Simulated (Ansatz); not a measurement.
Consider the cleavage of the Ge–Al bond: `B[CH2][AlH][GeH3]` + `[CH3][AlH][SH]` → `[CH3][AlH][S][GeH3]` + `B[CH2][AlH2]`.

Gas-phase electronic energies from Ansatz, PBE0-D4/def2-TZVP geometries. CBS: MP2 limit from def2 TZ/QZ plus the TZ coupled-cluster correction, frozen cores. This one scheme is used for every species. Functionals use def2-TZVPP. B3LYP here is the variant with VWN-RPA as its local correlation; programs differ in this. For Ge outer-core shells are correlated without core-valence functions, which leaves a few kJ/mol of doubt a bond. Scalar relativity is left out up to krypton. One conformer a species, not always the lowest.

`B[CH2][AlH][GeH3]`:

Z-matrix (Å, degrees):
```
C
Al 1 1.987
B 1 1.508 2 102.5
H 1 1.100 2 97.2 3 118.6
H 1 1.091 2 105.5 3 -125.6
Ge 2 2.473 1 119.6 3 -57.2
H 2 1.587 1 117.8 3 125.9
H 3 1.201 1 120.6 2 79.2
H 3 1.200 1 120.9 2 -95.1
H 6 1.541 2 112.1 1 -33.5
H 6 1.541 2 113.6 1 -155.3
H 6 1.543 2 110.3 1 84.9
```

`[CH3][AlH][SH]`:

Cartesian coordinates in Å:
```
C -0.218 0.396 -1.291
Al 0.424 -0.194 0.446
S -1.029 -0.414 2.067
H 0.270 1.330 -1.588
H -1.298 0.562 -1.303
H 0.020 -0.341 -2.064
H 1.938 -0.528 0.773
H -0.107 -0.812 2.960
```

`[CH3][AlH][S][GeH3]`:

```xyz
11

C     0.991    0.768    1.175
Al    1.582   -0.117   -0.457
S     0.153   -1.042   -1.826
Ge   -1.769   -0.619   -0.790
H     1.836    1.164    1.743
H     0.315    1.601    0.956
H     0.442    0.080    1.826
H     3.094   -0.234   -0.910
H    -1.980    0.897   -0.641
H    -2.870   -1.218   -1.675
H    -1.792   -1.279    0.598
```

`B[CH2][AlH2]`:

```xyz
9

B     0.303   -1.360   -0.110
C    -0.274   -0.122   -0.752
Al   -0.061    1.267    0.648
H     1.477   -1.600   -0.186
H    -0.381   -2.075    0.569
H    -1.356   -0.109   -0.915
H     0.291    0.312   -1.583
H     1.243    2.166    0.658
H    -1.242    1.522    1.673
```

| level | ΔE (kJ/mol) |
| --- | --- |
| r2SCAN-D4 | -14.0 |
| B3LYP-D4 | -17.4 |

What does CCSD(T)/CBS give? (An estimate is asked.)

Computed: -17.0 kJ/mol. The listed levels differ from it by 3.0, -0.4 kJ/mol.

Largest T1 diagnostic among the species: 0.012.

The D4 term adds −5.5 kJ/mol with B3LYP and −2.8 kJ/mol with PBE0; it sums over pairs of atoms, weighted by their polarisabilities, and B3LYP, whose exchange is more repulsive, gets the larger term. From PBE to PBE0 (25 % exact exchange), in def2-TZVPP and without D4, ΔE moves by −4.5 kJ/mol.
